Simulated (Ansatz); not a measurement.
All values below come from Ansatz (a program for electronic structure) with r2SCAN-D4/def2-TZVP. No frequencies were computed at this level.

Ansatz 0.2 input:
```yaml
crystal:
  periodic: [false, false, false]
  atoms:
    - { symbol: F, position_ang: [2.222091, 1.587852, -0.131917] }
    - { symbol: Ga, position_ang: [1.264039, 0.084893, -0.062762] }
    - { symbol: F, position_ang: [2.408321, -1.283771, -0.09578] }
    - { symbol: Si, position_ang: [-1.136462, -0.077105, 0.055875] }
    - { symbol: H, position_ang: [-1.606389, -0.792961, -1.136913] }
    - { symbol: H, position_ang: [-1.485109, -0.809138, 1.279738] }
    - { symbol: H, position_ang: [-1.666491, 1.290229, 0.091759] }
basis:
  gaussian: { orbitals: def2-tzvp }
hamiltonian:
  xc: r2scan
  dispersion: d4
relax:
  max_steps: 150
```

Output:

```
Functional definition: r2SCAN
1064 factors; their error is unknown
mean field evaluation 1: about -65734.4511 eV, gradient 6.3e1 eV
mean field evaluation 2: about -65696.2493 eV, gradient 1.7e2 eV
mean field evaluation 4: about -65740.0389 eV, gradient 1.0e1 eV
mean field evaluation 8: about -65740.1709 eV, gradient 2.1e-1 eV
mean field evaluation 16: about -65740.1517 eV, gradient 1.1e-4 eV
mean field -65740.15172760 eV, -2415.9060157139 hartree, gradient 1.5e-5 eV, S^2 0.000000; 0 other end points of the search recorded, 0 dependent functions left out
reference -65740.15174078 eV, -2415.9060161982 hartree; 33, 33 occupied and 132, 132 virtual orbitals, 1064 factors
relax step   1: F+E_penalty+E_count = -65740.18044235 eV  Δ(F+E_penalty+E_count) = +0.000e0 eV  max|allowed force component| = 8.308e-1 eV/Å  Δτ_max = 0.0000 Å  (28 SCF iters, accepted)
these checks for a lower state are left out or cut short: starts, cluster_reference, orbital_swaps, neighbouring_geometries, increment
1064 factors; their error is unknown
mean field -65740.18545830 eV, -2415.9072552943 hartree, gradient 1.3e-5 eV, S^2 0.000000; 0 other end points of the search recorded, 0 dependent functions left out
reference -65740.18547146 eV, -2415.9072557782 hartree; 33, 33 occupied and 132, 132 virtual orbitals, 1064 factors
relax step   2: F+E_penalty+E_count = -65740.21432756 eV  Δ(F+E_penalty+E_count) = -3.389e-2 eV  max|allowed force component| = 5.100e-1 eV/Å  Δτ_max = 0.0353 Å  (30 SCF iters, accepted)
these checks for a lower state are left out or cut short: starts, cluster_reference, orbital_swaps, neighbouring_geometries, increment
1064 factors; their error is unknown
mean field evaluation 32: about -65740.1929 eV, gradient 1.4e-5 eV
mean field -65740.19286006 eV, -2415.9075273041 hartree, gradient 1.4e-5 eV, S^2 0.000000; 0 other end points of the search recorded, 0 dependent functions left out
reference -65740.19287323 eV, -2415.9075277879 hartree; 33, 33 occupied and 132, 132 virtual orbitals, 1064 factors
relax step   3: F+E_penalty+E_count = -65740.22180426 eV  Δ(F+E_penalty+E_count) = -7.477e-3 eV  max|allowed force component| = 5.816e-2 eV/Å  Δτ_max = 0.0458 Å  (30 SCF iters, accepted)
these checks for a lower state are left out or cut short: starts, cluster_reference, orbital_swaps, neighbouring_geometries, increment
1064 factors; their error is unknown
mean field -65740.19378165 eV, -2415.9075611718 hartree, gradient 1.3e-5 eV, S^2 0.000000; 0 other end points of the search recorded, 0 dependent functions left out
reference -65740.19379482 eV, -2415.9075616558 hartree; 33, 33 occupied and 132, 132 virtual orbitals, 1064 factors
relax step   4: F+E_penalty+E_count = -65740.22271870 eV  Δ(F+E_penalty+E_count) = -9.144e-4 eV  max|allowed force component| = 2.323e-2 eV/Å  Δτ_max = 0.0157 Å  (30 SCF iters, accepted)
these checks for a lower state are left out or cut short: starts, cluster_reference, orbital_swaps, neighbouring_geometries, increment
1064 factors; their error is unknown
mean field -65740.19389970 eV, -2415.9075655101 hartree, gradient 1.3e-5 eV, S^2 0.000000; 0 other end points of the search recorded, 0 dependent functions left out
reference -65740.19391287 eV, -2415.9075659941 hartree; 33, 33 occupied and 132, 132 virtual orbitals, 1064 factors
relax step   5: F+E_penalty+E_count = -65740.22283703 eV  Δ(F+E_penalty+E_count) = -1.183e-4 eV  max|allowed force component| = 5.165e-3 eV/Å  Δτ_max = 0.0053 Å  (31 SCF iters, accepted)
1064 factors; their error is unknown
mean field evaluation 64: about -65740.1939 eV, gradient 3.6e-5 eV
mean field -65740.19389970 eV, -2415.9075655101 hartree, gradient 1.4e-5 eV, S^2 0.000000; 1 other end points of the search recorded, 0 dependent functions left out
reference -65740.19391287 eV, -2415.9075659941 hartree; 33, 33 occupied and 132, 132 virtual orbitals, 1064 factors
Total energy: -65740.22285020 eV, -2415.9086294213 hartree
Atom 0 at     2.199863     1.573774    -0.131640 Å, force     0.002077    -0.002241     0.000103 eV/Å
Atom 1 at     1.271313     0.092805    -0.062332 Å, force    -0.005165     0.000050    -0.000152 eV/Å
Atom 2 at     2.348558    -1.286204    -0.093781 Å, force     0.001578     0.002412     0.000048 eV/Å
Atom 3 at    -1.100214    -0.063107     0.054935 Å, force     0.003922     0.001351    -0.000492 eV/Å
Atom 4 at    -1.575785    -0.798406    -1.141771 Å, force    -0.001100    -0.000612    -0.001266 eV/Å
Atom 5 at    -1.456789    -0.815324     1.281981 Å, force    -0.001002    -0.000399     0.001484 eV/Å
Atom 6 at    -1.686946     1.296462     0.092607 Å, force    -0.000309    -0.000562     0.000275 eV/Å
Dipole moment:    -0.736313    -0.036220     0.037104 e Å
```

Cost: about 60 core-seconds (a rough figure).
